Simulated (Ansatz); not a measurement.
The same molecule with X = B, Al, Ga, In. Ansatz, PBE0-D4/def2-TZVP geometries, multiplicity 1. Each molecule was computed in one conformer, which needn't be the lowest.

Elements past krypton have def2 core potentials. Scalar relativity is left out up to krypton.

```json
{"X": "B", "molecule": "`COB(O)O`", "mean X–O bond length / Å": "1.365", "LUMO energy (PBE0/def2-TZVPP) / eV": "0.75", "HOMO energy (ωB97M-V/def2-TZVPP) / eV": "-10.85", "HOMO energy (PBE/def2-TZVPP) / eV": "-6.81"}
{"X": "Ga", "molecule": "`C[O][Ga]([OH])[OH]`", "mean X–O bond length / Å": "1.772", "LUMO energy (PBE0/def2-TZVPP) / eV": "-0.81", "HOMO energy (ωB97M-V/def2-TZVPP) / eV": "-10.41", "HOMO energy (PBE/def2-TZVPP) / eV": "-6.40"}
{"X": "In", "molecule": "`C[O][In]([OH])[OH]`", "mean X–O bond length / Å": "1.972", "LUMO energy (PBE0/def2-TZVPP) / eV": "-1.87", "HOMO energy (ωB97M-V/def2-TZVPP) / eV": "-10.19", "HOMO energy (PBE/def2-TZVPP) / eV": "-6.20"}
```

(1) Give the row for X = Al, `C[O][Al]([OH])[OH]`. (An estimate is asked.)

Answers

(1) Ansatz gave: 
```tsv
X	molecule	mean X–O bond length / Å	LUMO energy (PBE0/def2-TZVPP) / eV	HOMO energy (ωB97M-V/def2-TZVPP) / eV	HOMO energy (PBE/def2-TZVPP) / eV
Al	`C[O][Al]([OH])[OH]`	1.685	-0.35	-10.50	-6.50
```

From B to In the mean X–O bond length rises at each step, by 0.607 Å in all; the LUMO energy (PBE0/def2-TZVPP) falls at each step, by 2.62 eV in all; the HOMO energy (ωB97M-V/def2-TZVPP) rises at each step, by 0.66 eV in all; the HOMO energy (PBE/def2-TZVPP) rises at each step, by 0.61 eV in all. Bonds lengthen as the atom grows down the group.
